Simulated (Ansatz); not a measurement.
B(THF)H3 (C4H11BO). The state is a singlet with charge 0. Geometry PBE-D4/def2-SVP.

Cartesian coordinates in Å:
```
B 1.404 0.786 -1.555
O 0.101 0.260 -0.734
C -0.364 1.081 0.373
C -1.279 0.144 1.145
C -0.514 -1.187 1.050
C 0.071 -1.158 -0.364
H -0.850 1.970 -0.069
H 0.519 1.404 0.966
H -1.443 0.478 2.187
H -2.269 0.070 0.647
H 0.302 -1.209 1.802
H -1.154 -2.074 1.221
H 1.107 -1.545 -0.433
H -0.561 -1.667 -1.119
H 1.124 1.949 -1.831
H 1.462 0.034 -2.525
H 2.343 0.663 -0.760
```

LC-ωPBE has ω = 0.4 bohr⁻¹.

Problem. Estimate the orbital energies around the gap (eV) in Ansatz with PBE-D4/def2-SVP, BLYP-D4/def2-TZVP, PBE0-D4/def2-TZVPD, r2SCAN0-D4/def2-TZVP, LC-ωPBE/def2-TZVPD.

Solution. 
| orbital | PBE-D4/def2-SVP | BLYP-D4/def2-TZVP | PBE0-D4/def2-TZVPD | r2SCAN0-D4/def2-TZVP | LC-ωPBE/def2-TZVPD |
| --- | --- | --- | --- | --- | --- |
| HOMO−9 | -11.14 | -11.07 | -12.85 | -13.14 | -15.95 |
| HOMO−8 | -10.91 | -10.84 | -12.58 | -12.85 | -15.63 |
| HOMO−7 | -10.58 | -10.50 | -12.25 | -12.52 | -15.23 |
| HOMO−6 | -9.41 | -9.32 | -10.85 | -11.06 | -13.73 |
| HOMO−5 | -9.30 | -9.17 | -10.70 | -10.92 | -13.57 |
| HOMO−4 | -8.83 | -8.85 | -10.52 | -10.75 | -13.41 |
| HOMO−3 | -8.67 | -8.65 | -10.11 | -10.32 | -12.94 |
| HOMO−2 | -7.55 | -7.56 | -9.19 | -9.41 | -12.03 |
| HOMO−1 | -6.26 | -6.36 | -7.80 | -7.99 | -10.69 |
| HOMO | -5.94 | -6.05 | -7.50 | -7.69 | -10.33 |
| LUMO | 0.18 | -0.25 | -0.07 | 1.02 | 1.41 |
| LUMO+1 | 0.84 | 0.55 | 0.62 | 1.83 | 1.90 |
| LUMO+2 | 0.95 | 0.58 | 0.65 | 1.91 | 2.00 |
| LUMO+3 | 1.64 | 0.87 | 0.75 | 2.30 | 2.04 |
| LUMO+4 | 1.83 | 1.14 | 1.22 | 2.49 | 2.62 |
| LUMO+5 | 1.96 | 1.49 | 1.51 | 2.83 | 2.85 |
